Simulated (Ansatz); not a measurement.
All numbers were calculated with Ansatz.

Basis-set series for `[CH3][Al]([Cl])[GaH2]`. Charge 0, multiplicity 1. The structure was optimised at the PBE0-D4/def2-TZVP level.

```csv
functional,basis,functions,energy (Eh),HOMO (eV),LUMO (eV)
PBE0-D4,def2-TZVPP,233,-2668.13328,-7.01,-2.20
PBE0-D4,def2-QZVPP,436,-2668.20032,-7.03,-2.22
ωB97M-V,def2-TZVPP,233,-2668.52244,-8.98,-0.48
ωB97M-V,def2-QZVPP,436,-2668.58765,-9.00,-0.60
```

Task: Give the rows for def2-SVP. (An estimate is asked.)

Result: The calculation gave: 
```json
{"functional": "PBE0-D4", "basis": "def2-SVP", "functions": "107", "energy (Eh)": "-2667.59706", "HOMO (eV)": "-6.97", "LUMO (eV)": "-2.17"}
{"functional": "ωB97M-V", "basis": "def2-SVP", "functions": "107", "energy (Eh)": "-2667.98596", "HOMO (eV)": "-8.91", "LUMO (eV)": "-0.42"}
```

Scalar relativity is left out up to krypton.
